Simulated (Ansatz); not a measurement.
Diatomic SN, multiplicity 2 (the spin of the measured ground state). The T1 diagnostic near the minimum is 0.063, so single-reference values are doubtful.

D_e counts from the fitted minimum to each atom's lowest state at the same level, without counterpoise.

Run with Ansatz (Gaussian orbitals). 

PBE/def2-TZVPP gives 537.3 kJ/mol for the bond energy D_e.

**Question.** Predict the shift from PBE, with its sign, for: r2SCAN/def2-TZVPP, B3LYP/def2-TZVPP, wB97M-V/def2-TZVPP.

**Answer.** r2SCAN/def2-TZVPP -65.7; B3LYP/def2-TZVPP -59.1; wB97M-V/def2-TZVPP -58.2 kJ/mol. 0 of 3 lie above PBE; the widest gap is to r2SCAN/def2-TZVPP.

Ansatz is an electronic-structure program.
